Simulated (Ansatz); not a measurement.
Geometry optimisation, DFT r2SCAN-D3(BJ), scalar-relativistic, plane waves, PAW (Ansatz).

The input (input.yaml):

```yaml
crystal:
  lattice:
    - [6.223084, 0.0, 0.0]
    - [0.0, 6.223084, 0.0]
    - [0.0, 0.0, 6.223084]
  atoms:
    - { symbol: O, position: [0.8466114, 0.7925342, 0.0999626] }
    - { symbol: H, position: [0.7389778, 0.7900548, 0.2123588] }
    - { symbol: H, position: [0.8464478, 0.6471267, 0.044459] }
    - { symbol: O, position: [0.0507507, 0.0753826, 0.7938886] }
    - { symbol: H, position: [0.0800861, -0.0287204, 0.6819688] }
    - { symbol: H, position: [-0.0250622, 0.1895773, 0.7201594] }
    - { symbol: O, position: [0.4235513, 0.3354595, 0.8773742] }
    - { symbol: H, position: [0.4010475, 0.4135301, 1.0101242] }
    - { symbol: H, position: [0.5500464, 0.2492159, 0.9053925] }
    - { symbol: O, position: [0.9203277, 0.5087985, 0.6478238] }
    - { symbol: H, position: [0.7813199, 0.4712538, 0.7069106] }
    - { symbol: H, position: [0.9102451, 0.4668655, 0.4982779] }
    - { symbol: O, position: [0.6666069, 0.2592232, 0.2137522] }
    - { symbol: H, position: [0.5817017, 0.2277843, 0.3403489] }
    - { symbol: H, position: [0.6826405, 0.1210632, 0.143904] }
    - { symbol: O, position: [0.439439, 0.7898355, 0.474711] }
    - { symbol: H, position: [0.4108813, 0.8595783, 0.3385331] }
    - { symbol: H, position: [0.4744457, 0.6433687, 0.4353915] }
    - { symbol: O, position: [0.2731356, 0.6839519, 0.8152359] }
    - { symbol: C, position: [0.4163727, 0.8080316, 0.8655147] }
    - { symbol: H, position: [0.3841242, 0.9591933, 0.9525148] }
    - { symbol: H, position: [0.5865737, 0.7763718, 0.8269385] }
basis:
  ecutwfc: 500.0
kpoints:
  mp_grid: { grid: [1, 1, 1] }
hamiltonian:
  xc: r2scan
  dispersion: d3bj
scf:
  occupations: { method: fermi_dirac, width: 0.05 }
  lower_state_search: "off"
relax:
  f_tol: 0.3
  max_steps: 15
  adjacent_minimum: "off"
```

Run as:

```bash
$ ansatz run input.yaml --threads 1 --pin off --max-ram 3072MiB --backend cpu --events-out ev --progress --plain --runs-dir out
```

**Question.** Where does it end, and by what steps?

**Answer.** The run ended unconverged. Limits of this set-up: coarse k mesh. After 14 steps the energy has fallen by 3.350 eV; H3 moved furthest, 1.39 Å.

| step | energy less start (eV) | largest force component (eV/Å) | accepted |
| --- | --- | --- | --- |
| 0 | 0.0000 | 1.829 | yes |
| 1 | -0.9605 | 1.878 | yes |
| 2 | -1.2967 | 2.542 | yes |
| 3 | -1.9031 | 1.773 | yes |
| 4 | -2.3838 | 1.197 | yes |
| 5 | -2.5997 | 1.022 | yes |
| 6 | -2.7725 | 0.960 | yes |
| 7 | -2.9082 | 0.671 | yes |
| 8 | -3.0201 | 0.591 | yes |
| 9 | -3.0967 | 0.650 | yes |
| 10 | -3.1686 | 0.825 | yes |
| 11 | -3.0967 | 2.213 | no |
| 12 | -3.2277 | 0.494 | yes |
| 13 | -3.2803 | 0.441 | yes |
| 14 | -3.3500 | 0.436 | yes |

```xyz
22
Lattice="6.2231 0.0000 0.0000 0.0000 6.2231 0.0000 0.0000 0.0000 6.2231" Properties=species:S:1:pos:R:3
O 5.908 5.241 1.489
H 5.544 4.516 2.033
H 6.321 4.832 0.701
O -0.119 0.629 4.737
H -0.292 -0.081 4.111
H -0.108 1.429 4.187
O 3.328 2.344 4.838
H 2.572 2.801 5.245
H 3.749 1.876 5.577
O 5.392 2.969 3.096
H 4.705 2.904 3.789
H 5.052 2.347 2.416
O 4.219 1.151 1.300
H 3.544 0.810 1.903
H 4.855 0.402 1.218
O 2.720 4.951 2.782
H 1.767 4.901 2.592
H 2.950 4.034 3.012
O 1.517 4.235 5.858
C 2.284 5.179 5.847
H 1.925 6.194 6.114
H 3.363 5.035 5.600
```

The run took 3.2 min on 1 thread of Intel(R) Xeon(R) Platinum 8488C (Sapphire Rapids) (shared host), peak memory 0.84 GiB.
